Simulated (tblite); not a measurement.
Start geometry of `C1[C@H]2[C@@H]([C@@H]([CH]1)C=C2)O` [radical] from a force field or distance geometry (Å):
```
atom  x, y, z in Å
O1    -0.984    0.489   -2.091
C2     0.042    0.091   -1.217
C3    -0.268   -1.123   -0.296
C4     1.013   -1.158    0.480
C5     1.454    0.277    0.696
C6     0.290    1.030   -0.018
C7    -0.981    0.795    0.782
C8    -1.314   -0.493    0.614
H9    -1.789    0.643   -1.560
H10    0.943   -0.068   -1.812
H11   -0.589   -2.025   -0.824
H12    1.377   -2.013    1.051
H13    2.408    0.454    0.198
H14    1.541    0.532    1.747
H15    0.464    2.086   -0.270
H16   -1.475    1.514    1.434
H17   -2.140   -1.019    1.077
```

**Question.** What comes out of this run: GFN2-xTB geometry optimisation, gas phase in tblite?

**Answer.** 
```
atom  x, y, z in Å
O1    -0.9876    0.4954   -2.0973
C2     0.0316    0.1106   -1.2332
C3    -0.2666   -1.1182   -0.3302
C4     0.9698   -1.1461    0.4947
C5     1.4152    0.2577    0.6903
C6     0.2875    1.0421   -0.0226
C7    -0.9592    0.7822    0.7812
C8    -1.2799   -0.5000    0.6177
H9    -1.7881    0.6265   -1.5712
H10    0.9138   -0.0321   -1.8595
H11   -0.5622   -2.0446   -0.8132
H12    1.2837   -1.9766    1.0955
H13    2.3808    0.4531    0.2106
H14    1.5151    0.5378    1.7443
H15    0.5162    2.0811   -0.2449
H16   -1.4235    1.5078    1.4231
H17   -2.0538   -1.0648    1.1048
```

The energy falls by 0.099 eV over 38 L-BFGS steps, the largest force on an atom goes from 1.31 to 0.009 eV/Å, and the atoms move by 0.051 Å rms after alignment. The bond that changes most is C4–C5 (ends: carbon bonded to 2 C and H; carbon bonded to 2 C and 2 H), which shortens by 0.031 Å. Bonds longer at the end by more than 0.005 Å: 3 of 18; shorter: 12. Among the angles that change most is C4–C3–C8, from 106.7° to 102.5°. Rotational constants go from 3300, 2277, 2183 to 3371, 2289, 2216 MHz. The orientation of the end geometry is arbitrary; only internal coordinates are fixed.

Time: 0.5 s of wall time. Hardware: AMD EPYC, one thread, shared host.

Its GFN2-xTB frequencies are all real (lowest 231 cm⁻¹). 2 starts were optimised and ended at 0.00 and 3.27 kcal/mol (GFN2-xTB); the lowest of these is shown.

One conformer stands for the species.

The numbers are calculated, not measured.
